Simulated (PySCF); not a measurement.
Cd(Cl)(SH) (CdClHS), SMILES [SH][Cd][Cl]. Atoms are numbered in the order given.

```xyz
4

Cd    -0.0093     0.0107     0.0000
Cl     0.0150     2.2885     0.0000
S     -0.0676    -2.3124     0.0000
H      1.2725    -2.4197     0.0000
```
Charge 0, spin multiplicity 1.

Coordinates come from a PBE0-D3(BJ)/def2-TZVP optimisation. The def2 effective core potentials stand for the cores of Cd; spin–orbit coupling is left out. The values are those of a single conformer.

Calculation: PySCF with M06-2X/def2-TZVPD.

Mulliken values depend strongly on the basis, most of all with diffuse functions as here. ESP charges are fitted to the potential on shells at 1.4 to 2.0 van der Waals radii. Atomic charges (e):

```csv
atom,Mulliken,ESP fit
Cd1,0.97,___
Cl2,-0.52,___
S3,-0.61,___
H4,0.16,___
```

Problem. Some entries are withheld; supply them. (The exact figures need the calculation; the answer reports its results.)

Solution. 
- Cd1, ESP fit: 0.68
- Cl2, ESP fit: -0.40
- S3, ESP fit: -0.41
- H4, ESP fit: 0.13
